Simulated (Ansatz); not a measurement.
**Relaxing a trial structure of F2H4Sn2**

The starting geometry of this gas-phase singlet was optimised with GFN2-xTB.

```xyz
8

F    -0.9691   -1.5118   -0.6597
F    -2.3190    0.4922   -0.1721
Sn   -1.0058    1.9208    0.7428
Sn    1.3166   -0.9853    0.3186
H    -1.5744   -0.7597   -0.5000
H     0.5362    1.3575   -0.6546
H     1.3901   -2.5296    1.5397
H     0.0476    0.3089    1.8398
```

Problem. Where would you expect an optimisation with B3LYP-D3(BJ)/def2-SVP to take it?

Solution. New bonds form, giving a structure with F1 bridging H5 and Sn4, F2 bridging Sn3 and H5, H5 bridging F1 and F2, H8 bridging Sn3 and Sn4, given below by its coordinates. Distances that change by over a tenth: F1–H5 (0.98 → 1.14 Å), F2–H5 (1.49 → 1.14 Å). Contacts that close: F1–Sn4 (2.54 → 2.17 Å), Sn3–H6 (2.16 → 1.79 Å), Sn3–H8 (2.22 → 1.96 Å), Sn4–H8 (2.37 → 1.96 Å).

The energy falls by 1.34 eV over 14 steps:

```tsv
step	E − E(last) (eV)
1	1.338
2	0.632
4	0.219
5	0.104
7	0.031
8	0.009
10	0.008
11	0.001
13	0.000
14	0.000
```

Final geometry (Å):

```tsv
atom	x (Å)	y (Å)	z (Å)
F	-0.5299	-1.4332	-0.8288
F	-1.9756	0.0294	0.1283
Sn	-0.7728	1.6178	0.9935
Sn	1.2522	-1.4520	0.4132
H	-1.3301	-0.7427	-0.4050
H	-0.1952	2.0454	-0.6498
H	0.2728	-2.0967	1.7707
H	0.7008	0.3251	1.0323
```

Frequencies at the end are all real (lowest 62 cm⁻¹). Atoms past krypton carry core potentials, without spin–orbit terms. Run with Ansatz 0.2.0, 33 s on 2 threads of Intel(R) Xeon(R) Platinum 8488C (Sapphire Rapids), with other jobs on the host.
